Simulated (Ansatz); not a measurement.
Geometry optimisation of GeH₇NSi₂ (`[SiH3][N]([SiH3])[GeH]`).

```yaml
crystal:
  periodic: [false, false, false]
  atoms:
    - {symbol: Si, position_ang: [-0.558554, 1.046289, -0.857065]}
    - {symbol: N, position_ang: [-0.013750, -0.458729, -0.070459]}
    - {symbol: Si, position_ang: [0.884604, -0.413784, 1.461299]}
    - {symbol: Ge, position_ang: [-0.404393, -2.104924, -0.885812]}
    - {symbol: H, position_ang: [-2.054483, 1.070581, -0.991881]}
    - {symbol: H, position_ang: [-0.133940, 2.209759, 0.006153]}
    - {symbol: H, position_ang: [0.073094, 1.200420, -2.211592]}
    - {symbol: H, position_ang: [1.187421, -1.833216, 1.852890]}
    - {symbol: H, position_ang: [2.170906, 0.354336, 1.308485]}
    - {symbol: H, position_ang: [0.071113, 0.247385, 2.542117]}
    - {symbol: H, position_ang: [-1.156618, -1.375216, -2.133535]}
basis:
  gaussian: {orbitals: def2-TZVP}
hamiltonian: {xc: pbe0, dispersion: d4}
relax: {f_tol: 0.005, max_steps: 150}
```

```sh
$ ansatz run in.yaml --threads 4 --pin off --events-out ev --progress --plain --max-ram 10444MiB
```

It prints (some lines left out):

```
Functional definition: PBE0
  name "PBE0"
  cite "Adamo & Barone, J. Chem. Phys. 110, 6158 (1999) doi:10.1063/1.478522"
  cite "Perdew, Burke & Ernzerhof, Phys. Rev. Lett. 77, 3865 (1996) doi:10.1103/PhysRevLett.77.3865"
  parent pbe
  parameter a = 0.25
  parameter kappa = 0.804
  parameter beta = 0.06672455060314922
  exchange = (1 - a)*pbe_x(kappa = kappa, mu = beta*pi^2/3) + a*exact_x
  correlation = pbe_c(beta = beta)
mean field -73863.45016674 eV, -2714.4317271829 hartree, gradient 6.4e-5 eV, S^2 0.000000; 0 other end points of the search recorded, 0 dependent functions left out
the calculation of the forces begins
relax step   1: F+E_penalty+E_count = -73863.72654675 eV  Δ(F+E_penalty+E_count) = +0.000e0 eV  max|allowed force component| = 6.311e-1 eV/Å  Δτ_max = 0.0000 Å  (27 SCF iters, accepted)
these checks for a lower state are left out or cut short: starts, cluster_reference, orbital_swaps, neighbouring_geometries, increment
mean field -73863.50039861 eV, -2714.4335731703 hartree, gradient 8.7e-6 eV, S^2 0.000000; 0 other end points of the search recorded, 0 dependent functions left out
the calculation of the forces begins
relax step   2: F+E_penalty+E_count = -73863.77875494 eV  Δ(F+E_penalty+E_count) = -5.221e-2 eV  max|allowed force component| = 3.339e-1 eV/Å  Δτ_max = 0.0300 Å  (31 SCF iters, accepted)
these checks for a lower state are left out or cut short: starts, cluster_reference, orbital_swaps, neighbouring_geometries, increment
mean field -73863.50848905 eV, -2714.4338704884 hartree, gradient 8.6e-6 eV, S^2 0.000000; 0 other end points of the search recorded, 0 dependent functions left out
the calculation of the forces begins
relax step   3: F+E_penalty+E_count = -73863.78808911 eV  Δ(F+E_penalty+E_count) = -9.334e-3 eV  max|allowed force component| = 4.186e-2 eV/Å  Δτ_max = 0.0184 Å  (31 SCF iters, accepted)
these checks for a lower state are left out or cut short: starts, cluster_reference, orbital_swaps, neighbouring_geometries, increment
mean field -73863.50864692 eV, -2714.4338762898 hartree, gradient 1.4e-5 eV, S^2 0.000000; 0 other end points of the search recorded, 0 dependent functions left out
the calculation of the forces begins
relax step   4: F+E_penalty+E_count = -73863.78817868 eV  Δ(F+E_penalty+E_count) = -8.956e-5 eV  max|allowed force component| = 2.715e-2 eV/Å  Δτ_max = 0.0115 Å  (25 SCF iters, accepted)
these checks for a lower state are left out or cut short: starts, cluster_reference, orbital_swaps, neighbouring_geometries, increment
mean field -73863.50872482 eV, -2714.4338791528 hartree, gradient 1.9e-5 eV, S^2 0.000000; 0 other end points of the search recorded, 0 dependent functions left out
the calculation of the forces begins
relax step   5: F+E_penalty+E_count = -73863.78827216 eV  Δ(F+E_penalty+E_count) = -9.348e-5 eV  max|allowed force component| = 3.072e-3 eV/Å  Δτ_max = 0.0058 Å  (24 SCF iters, accepted)
mean field -73863.50872482 eV, -2714.4338791528 hartree, gradient 2.0e-5 eV, S^2 0.000000; 1 other end points of the search recorded, 0 dependent functions left out
the calculation of the forces begins
Total energy: -73863.78830761 eV, -2714.4441536308 hartree
Atom 0 at    -0.543574     1.023510    -0.838020 Å, force     0.001315    -0.000076     0.003072 eV/Å
Atom 1 at    -0.010269    -0.450482    -0.067530 Å, force    -0.001563    -0.003010    -0.002568 eV/Å
Atom 2 at     0.866392    -0.404493     1.434937 Å, force     0.000459     0.002857    -0.000107 eV/Å
Atom 3 at    -0.392863    -2.071440    -0.880370 Å, force    -0.000058     0.001365     0.000600 eV/Å
Atom 4 at    -2.022020     1.053259    -0.966440 Å, force    -0.001144     0.000413    -0.000458 eV/Å
Atom 5 at    -0.117809     2.172579     0.012553 Å, force     0.000286    -0.000428    -0.000878 eV/Å
Atom 6 at     0.071448     1.176238    -2.180318 Å, force    -0.000410     0.000272    -0.001499 eV/Å
Atom 7 at     1.172441    -1.804651     1.827529 Å, force     0.000186    -0.000207     0.000406 eV/Å
Atom 8 at     2.134068     0.359165     1.286522 Å, force     0.000223    -0.000449     0.000802 eV/Å
Atom 9 at     0.058988     0.246514     2.500951 Å, force     0.000005    -0.000977     0.000386 eV/Å
Atom 10 at    -1.151401    -1.357296    -2.109214 Å, force     0.000701     0.000239     0.000246 eV/Å
Dipole moment:     0.000730    -0.049950    -0.003299 e Å
```

Hardware: 4 threads of an Arm Neoverse V2 on a shared host. Wall time 24 s, peak host memory 0.6 GiB.
